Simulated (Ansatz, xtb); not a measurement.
# CHOSe: which of two conformers lies lower

Structure X is `O=[C][SeH]`, a doublet and structure Y is `O=[C][SeH]`, a doublet. Both are isolated molecules in the gas phase, relaxed with PBE0-D3(BJ)/def2-SVP.

X (Å):

```xyz
4

C     1.5008   -0.4890    0.0535
O     0.8687   -1.4341    0.2937
Se    2.4752   -0.0575   -1.6180
H     2.9316    1.2146   -1.0431
```

Y (Å):

```xyz
4

C     0.1565   -0.0232    1.5616
O    -0.0002   -1.1774    1.5897
Se   -0.1494    1.2224    0.0724
H    -0.6047    0.1733   -0.8624
```

Energies in hartree; the thermal terms are from PBE0-D3(BJ)/def2-SVP harmonic frequencies (ideal gas, rigid rotor, one conformer each, 1000 K, 1 atm) and include the zero-point energy:

|  | X | Y |
| --- | --- | --- |
| E, CCSD(T)/def2-TZVP | −2513.828812 | −2513.824490 |
| zero-point energy | 0.014529 | 0.014046 |
| H(1000 K) − E | 0.036965 | 0.036725 |
| G(1000 K) − E | −0.100855 | −0.101708 |

Question: Work out ΔE, ΔE₀, ΔH and ΔG for X → Y in kcal/mol (1 Eh = 627.51 kcal/mol) and the equilibrium ratio [Y]/[X].

Answer: 1. ΔE = −2513.824490 − (−2513.828812) = +0.004322 Eh = +2.71 kcal/mol.
2. ΔE₀ = ΔE + ΔZPE = +0.004322 + (−0.000483) Eh = +2.41 kcal/mol.
3. ΔH = ΔE + (−0.000240) Eh = +2.56 kcal/mol.
4. ΔG = ΔE + (−0.000853) Eh = +2.18 kcal/mol, so ΔS = (ΔH − ΔG)/T = +1.6 J/(mol K).
5. kT = 3.1668 mEh, so K = [Y]/[X] = exp(−ΔG/kT) = exp(−1.10) ≈ 0.33.

Structure X is favoured at this temperature. An error of 1 kcal/mol in ΔG would change K by a factor of 1.7. Mirror images and further conformers aren't counted.

Other levels gave ΔE = +2.4 (PBE0-D3(BJ)/def2-SVP); +3.1 (HF/def2-TZVP); +2.4 (MP2/def2-TZVP) kcal/mol. Open shells are spin-unrestricted. The correlated steps freeze 11 core orbitals; the filled d shell of Se is correlated, in a basis made for valence electrons. Programs: Ansatz 0.2.0.
